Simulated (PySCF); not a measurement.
## Polarisability and C₆ of I (iodine, neutral)

[Kr] 4d10 5s2 5p5, 2P determinant. Computed with PySCF 2.14 in dyall-av2z, with no relativity, point nucleus. Coupled (time-dependent) response in atomic units; α is the mean over directions. A double-zeta set is small for polarisabilities.

| method | mean α (bohr³) | α xx, yy, zz | C₆ (like pair) | S(−4) |
| --- | --- | --- | --- | --- |
| UHF | 30.59 | 28.51, 31.62, 31.62 | 328.5 | 159.1 |
| PBE | 32.42 | 29.62, 33.82, 33.82 | 351.3 | 194.0 |
| PBE0 | 31.61 | 29.13, 32.85, 32.85 | 340.8 | 177.7 |

S(−4) is the Cauchy moment in α(ω) = α(0) + S(−4) ω² + …

Reference α: 32.9 ± 1.3 bohr³ (recommended; Schwerdtfeger and Nagle, table of static dipole polarizabilities (2023 update)). Published C₆: 385.0 (Chu and Dalgarno (2004); Tang, Norbeck and Certain (1976)).

Spin-orbit coupling is absent.

α(iu) at PBE0:

```csv
u (hartree),α(iu) (bohr³)
0,31.61
0.0500,31.17
0.100,29.95
0.200,26.06
0.300,21.64
0.500,14.35
0.750,8.846
1.00,5.835
1.50,3.019
2.00,1.831
3.00,0.8847
5.00,0.3505
```

A single London oscillator, α(iu) = α/(1 + u²/ω²), gives C₆ = (3/4) ω α². Matching the computed C₆ needs ω = 4 × 340.8 / (3 × 31.61²) = 0.455 hartree.

The components differ because the open shell of this determinant is not spherical; for a pure term their mean is the scalar polarisability.

A non-relativistic calculation at this Z misses sizeable relativistic shifts.
